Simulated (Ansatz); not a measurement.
Reaction (redistribution): `C[SiH2][NH][AlH2]` + `N[Si](N)([SiH3])[SiH3]` → `N[Si](N)([AlH2])[SiH3]` + `C[SiH2]N[SiH3]`

Program: Ansatz. Geometries: PBE0-D4/def2-TZVP. ΔE: electronic, gas phase. CBS: MP2 limit from def2 TZ/QZ plus the TZ coupled-cluster correction, frozen cores. DFT in def2-TZVPP. Each species was taken in one conformer, which may not be the lowest.

```
             level  ΔE (kcal/mol)
            PBE-D4           15.9
    MP2/def2-TZVPP           16.2
SCS-MP2/def2-QZVPP           15.3
     MP2/CBS(def2)           15.8
```

(1) What does CCSD(T)/CBS give? (Estimate.)

Largest T1 diagnostic among the species: 0.013.

## Answers

(1) The calculation gave: +15.4 kcal/mol. The listed levels differ from it by 0.5, 0.8, -0.1, 0.4 kcal/mol.

In def2-TZVPP, CCSD(T) changes the Hartree–Fock value by +2.3 kcal/mol (the triples alone add +0.4 kcal/mol) and MP2 by +2.7 kcal/mol.
